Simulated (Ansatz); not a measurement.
Calculated with Ansatz (gas phase, PBE0-D4/def2-TZVP geometries, no zero-point term in ΔE). CCSD(T)/CBS is the MP2 limit (def2-TZVPP, def2-QZVPP) plus CCSD(T) − MP2 in def2-TZVPP, frozen cores. This one scheme is used for every species. Functionals use def2-TZVPP. One conformer a species, not always the lowest.

`C=C[SiH](F)C=C` + HCl → `C=C[SiH](F)Cl` + `C=C`  (ligand exchange at the Si–C bond)

| species | r2SCAN0-D4 energy (Eh) |
| --- | --- |
| `C=C[SiH](F)C=C` | -545.91740 |
| HCl | -460.78281 |
| `C=C[SiH](F)Cl` | -928.18490 |
| `C=C` | -78.55523 |

**Question.** Work out ΔE.

**Answer.** ΔE = (-928.18490) + (-78.55523) − (-545.91740) − (-460.78281) = -0.03992 Eh = -104.8 kJ/mol. CCSD(T)/CBS gives -100.7 kJ/mol.

Largest T1 diagnostic among the species: 0.012.

In def2-TZVPP, CCSD(T) changes the Hartree–Fock value by +14.9 kJ/mol (the triples alone add +1.5 kJ/mol) and MP2 by +11.6 kJ/mol. Leaving LDA and LC-ωPBE aside and taking each functional with its dispersion term where it has one, the values, not all of them listed here, spread over 9.2 kJ/mol, from B97M-V to revPBE-D4. LDA lies +5.6 kJ/mol from PBE without D4.
